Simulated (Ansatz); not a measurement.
C₂H₅FOSe (`C[Se]C(O)F`), relaxed with RKS PBE0-D4/def2-TZVP in Ansatz from a PBE-D4/def2-SVP geometry. The force threshold is 0.005 eV/Å; the program also tests the step.

Total charge 0; spin multiplicity 1.

Start:

```xyz
10

C    -0.538   -0.586    1.477
Se    0.215    1.148    0.956
C     0.621    0.632   -0.912
O    -0.523    0.168   -1.517
F     1.096    1.779   -1.525
H     0.242   -1.372    1.507
H    -1.340   -0.859    0.768
H    -0.962   -0.458    2.491
H     1.451   -0.115   -0.932
H    -0.263   -0.337   -2.313
```

```
        step  energy (eV)  largest force (eV/Å)  largest move (Å)
           1  -72256.8176                 0.805             0.000
           2  -72256.8586                 0.234             0.027
           3  -72256.8627                 0.043             0.017
           4  -72256.8632                 0.025             0.017
           5  -72256.8637                 0.018             0.023
           6  -72256.8640                 0.019             0.023
7 (rejected)  -72256.8297                 0.619             0.064
           8  -72256.8641                 0.025             0.019
           9  -72256.8641                 0.005             0.007
```

End:

```xyz
10

C    -0.539   -0.581    1.472
Se    0.134    1.156    0.924
C     0.608    0.614   -0.892
O    -0.504    0.169   -1.549
F     1.125    1.727   -1.509
H     0.253   -1.329    1.437
H    -1.374   -0.868    0.838
H    -0.878   -0.468    2.501
H     1.409   -0.133   -0.869
H    -0.232   -0.287   -2.354
```

Hardware: 4 threads of an Arm Neoverse V2 on a shared host. Wall time 41 s, peak host memory 0.56 GiB.
